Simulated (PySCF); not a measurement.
Compound: C5H6O2.
Structure used (GFN2-xTB), in Å, numbered top down from 1:
```
atom  x, y, z in Å
C1    -2.2015   -0.0083   -0.0011
O2    -1.1135    0.8250   -0.3204
C3     0.1146    0.2888   -0.1195
C4     1.3292    0.9985   -0.3392
C5     2.3234    0.1271   -0.0255
O6     1.8254   -1.0520    0.3676
C7     0.4767   -0.9567    0.3109
H8    -2.2053   -0.9119   -0.6193
H9    -2.1794   -0.2983    1.0545
H10   -3.0983    0.5749   -0.2015
H11    1.4177    2.0073   -0.6819
H12    3.3902    0.2290   -0.0391
H13   -0.0834   -1.8230    0.5969
```

A PySCF run (density fitting, gas phase, GFN2-xTB geometry) gave HOMO -8.58 eV, LUMO 2.66 eV, dipole 1.05 D and E = -344.414 Eh.

**Question.** Which of these levels was it?
A. PBE0/pcSseg-1
B. wB97X/pcSseg-1
C. PBE0/aug-cc-pVDZ
D. PBE/pcSseg-1
E. wB97X/6-31++G**

**Answer.** B. It is wB97X/pcSseg-1. All candidates on this geometry:

```tsv
level and settings	kind	basis functions	SCF cycles	E (Eh)	HOMO (eV)	LUMO (eV)	dipole (D)
PBE/pcSseg-1, start guess sap	GGA	149	15	-344.1039	-5.15	-0.46	1.08
PBE0/aug-cc-pVDZ, start guess huckel	global hybrid	215	14	-344.1959	-6.26	0.00	0.95
PBE0/pcSseg-1	global hybrid	149	14	-344.1130	-6.30	0.48	1.06
wB97X/6-31++G**, energy threshold 1e-06 Eh	range-separated hybrid	162	8	-344.4656	-8.54	1.34	1.01
wB97X/pcSseg-1, fitting basis def2-qzvpp-jkfit	range-separated hybrid	149	11	-344.4140	-8.58	2.66	1.05
```

The nearest other candidate, by the summed differences of HOMO and LUMO, is wB97X/6-31++G**: its HOMO differs by +0.04 eV and its LUMO by -1.32 eV. Cycle counts include a coarse-grid stage where the run had one. All basis functions are spherical, in the Pople sets too.
